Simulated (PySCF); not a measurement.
## Spin states and ions at one geometry of [Pt2H5]−

PySCF 2.14.0, RKS r2SCAN, Pt def2-SVP with ECP60, H def2-SVP; non-relativistic Hamiltonian with scalar-relativistic core potentials where named; density fitting; no spin-orbit coupling; singlets restricted, open shells unrestricted. The geometry is relaxed for charge -1, singlet, vacuum:

```xyz
7

Pt    0.0057    0.0000    1.3700
Pt    0.0057    0.0000   -1.3700
H     1.0204    0.0000    0.0000
H    -0.5789    0.8593    0.0000
H    -0.5789   -0.8593    0.0000
H     0.2446    0.0000    3.0173
H     0.2446    0.0000   -3.0173
```

Energies count from the relaxed state; an electron taken off or put on is at rest in vacuum. Charges and spins are Mulliken's.

Problem. Order these states by energy, lowest first.
A. charge 0, doublet, vacuum
B. charge -1, singlet, vacuum
C. charge -1, septet, vacuum
D. charge -1, quintet, vacuum
E. charge -1, triplet, vacuum

Solution. B (0.00 eV), E (2.48 eV), A (3.85 eV), D (4.96 eV), C (10.33 eV).

Problem. How do charge and spin on the first atom follow?

Solution. 
```csv
state,spin squared,charge on Pt1 (e),spin on Pt1 (e),dipole about the centre of mass (D)
"charge -1, singlet, vacuum",0.00,-0.26,0.00,0.69
"charge -1, triplet, vacuum",2.00,-0.16,0.83,0.63
"charge -1, quintet, vacuum",6.01,-0.14,1.43,0.18
"charge -1, septet, vacuum",12.01,-0.14,2.19,1.42
"charge 0, doublet, vacuum",0.76,0.08,0.22,0.22
```

With an electron taken off (doublet) the charges change, summed by element, by Pt +0.68 e, H +0.32 e. The vertical ionisation energy is 3.85 eV, against −ε(HOMO) = 1.26 eV of the relaxed state. The level lies 2.6 eV too high, as is usual for semilocal functionals and global hybrids, which keep a self-interaction error.

Open shells may have lower solutions than those found. Hard to converge, so the more doubtful: charge 0, doublet, vacuum. The basis has no diffuse functions, which an anion needs.

No frequency check is given that shows the relaxed geometry to be a minimum.
